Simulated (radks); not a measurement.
Lu+, 70 electrons, occupied as [Xe] 4f14 6s2.

Method: Dirac Kohn-Sham, PBE, spin-unpolarised, spherical densities, point nucleus; computed with a radial shooting solver on a logarithmic mesh with Libxc functionals.

Energy parts (eV):
| part | energy |
|---|---|
| total | -396766.36 |
| kinetic | 442386.48 |
| electron-nucleus | -986201.22 |
| Hartree | 155263.04 |
| exchange-correlation | -8214.67 |

Orbitals (lengths in bohr, moments of r in powers of bohr; r(max) is where P^2 peaks; r(90%) holds 90 % of the orbital's charge):
orbital  occ.  eigenvalue (eV)  r(90%)      <r>   r(max)  small-component weight
1s1/2       2        -63173.32  0.0351  0.01932  0.01213                7.12e-02
2s1/2       2        -10754.04   0.127  0.08123  0.06948                1.60e-02
2p1/2       2        -10263.57   0.112  0.06740  0.05193                1.61e-02
2p3/2       4        -9145.959   0.122  0.07502  0.05845                1.46e-02
3s1/2       2        -2443.769   0.312   0.2121   0.1959                5.22e-03
3p1/2       2        -2227.075   0.304   0.2020   0.1839                5.16e-03
3p3/2       4        -1988.686   0.324   0.2162   0.1973                4.75e-03
3d3/2       4        -1621.405   0.296   0.1898   0.1552                4.63e-03
3d5/2       6        -1569.366   0.301   0.1942   0.1589                4.52e-03
4s1/2       2        -493.5341   0.687   0.4779   0.4465                1.69e-03
4p1/2       2        -405.3407   0.706   0.4850   0.4475                1.61e-03
4p3/2       4        -351.1174   0.754   0.5177   0.4762                1.45e-03
4d3/2       4        -206.2690   0.814   0.5410   0.4759                1.26e-03
4d5/2       6        -196.3732   0.831   0.5525   0.4851                1.22e-03
5s1/2       2         -69.8217    1.69    1.170    1.044                3.47e-04
5p1/2       2         -45.3875    1.92    1.309    1.133                2.75e-04
5p3/2       4         -38.4226    2.09    1.419    1.221                2.36e-04
4f5/2       6         -19.2801    1.23   0.7133   0.4661                7.77e-04
4f7/2       8         -17.7558    1.26   0.7287   0.4715                7.56e-04
6s1/2       2         -11.0461    4.74    3.267    2.870                4.56e-05

The highest occupied level is 6s1/2 at -11.046 eV. Summed over all electrons, <r^2> = 56.49 bohr^2, which gives a Langevin (diamagnetic) susceptibility term of -44.7 x 10^-6 cm^3/mol.
